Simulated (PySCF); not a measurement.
Level of theory: PySCF 2.14.0, delta-SCF UKS SCAN, pcX-2 on the ionised atom, pcseg-1 elsewhere, spin-free X2C. Geometries: PBE0-D3(BJ)/def2-SVP; isolated species, one conformer each. Values against the vacuum level.

Task: Rank by computed C 1s binding energy, lowest first.
A. C2 in `[CH3:1][CH:2]([CH3:3])[S:4](=[O:5])(=[O:6])[Cl:7]`
B. C1 in `[CH3:1][c:2]1[cH:3][cH:4][c:5]([C:6]#[N:7])[cH:8][cH:9]1`
C. C8 in `[CH3:1][C@@H:2]1[CH2:3][Se:4][CH2:5][CH2:6][C@H:7]1[C:8]#[N:9]`
D. C1 in `[C-:1]#[N+:2][C:3]([CH3:4])([CH3:5])[CH3:6]`
E. C2 in `[F:1][C:2]([F:3])([F:4])[CH2:5][C:6]([F:7])([F:8])[F:9]`

Result: B (291.18 eV), D (291.63 eV), C (292.03 eV), A (292.33 eV), E (299.04 eV).

From the lowest up, the atoms are bonded to: C and 3 H (291.18); N (triple bond) (291.63); N (triple bond) and C (292.03); S, 2 C and H (292.33); 3 F and C (299.04).

Task: Order these sites by rising N 1s binding energy.
A. Nitrogen in `C[C@@H]1C[Se]CC[C@H]1C#N`
B. Nitrogen in `Cc1ccc(C#N)cc1`
C. Nitrogen in `[C-]#[N+]C(C)(C)C`

Result: B (404.45 eV), A (404.84 eV), C (405.91 eV).

The highest is bonded to C (triple bond) and C, the lowest to C (triple bond); the range is 1.46 eV.

2 of these hole states are spin-contaminated (⟨S²⟩ up to 0.88, against 0.75; counted from 0.85) and less certain.
